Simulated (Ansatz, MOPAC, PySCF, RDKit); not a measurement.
Pair of molecules: CH3F (SMILES CF) (first 5 atoms) with CH2O2 (SMILES O=CO); geometry from B3LYP-D3(BJ)/def2-TZVP, rigid monomers moved along the line of their centres of mass till F2···H10 is 1.63 Å.
(charge 0, multiplicity 1):
```xyz
10

C      0.21352    -0.16382     0.47184
F      0.64903    -1.24725     1.26612
H     -0.54645    -0.54101    -0.21009
H     -0.19081     0.59438     1.13834
H      1.07626     0.20849    -0.07768
O     -0.48921     0.91458     3.33264
C     -0.15281     0.08673     4.13769
O      0.41202    -1.08648     3.85990
H     -0.27296     0.19997     5.22312
H      0.51313    -1.17490     2.88845
```

Monomers are frozen at their geometry in the pair; levels with a basis set take the counterpoise correction. Rows marked so take none.

Frozen-core correlation. Rows in 6-31G*, STO-3G carry no dispersion term and start afresh at each structure (6-31G* with six Cartesian d functions). The state that AM1, PM6 reach isn't checked.

Programs: Ansatz (Gaussian orbitals); MOPAC for AM1, PM6 (differences of heats of formation); PySCF for 6-31G* rows, STO-3G rows, the dispersion terms; RDKit for the force fields. Each number belongs to the level named beside it.

| level | interaction energy (kcal/mol) |
|---|---|
| MMFF94 | -5.94 |
| AM1 | 0.18 |
| PM6 | 2.73 |
| HF/STO-3G (no counterpoise) | -7.32 |
| HF/6-31G* | -3.80 |
| BP86/6-31G* (no counterpoise) | -8.51 |
| r2SCAN/def2-TZVPPD | -6.08 |
| r2SCAN-D3(BJ)/def2-TZVPPD | -6.49 |
| CCSD/aug-cc-pVDZ | [?] |

**Question.** Complete the blanks.

**Answer.** 
- CCSD/aug-cc-pVDZ, interaction energy (kcal/mol): -4.28

Ansatz is a program for electronic structure.
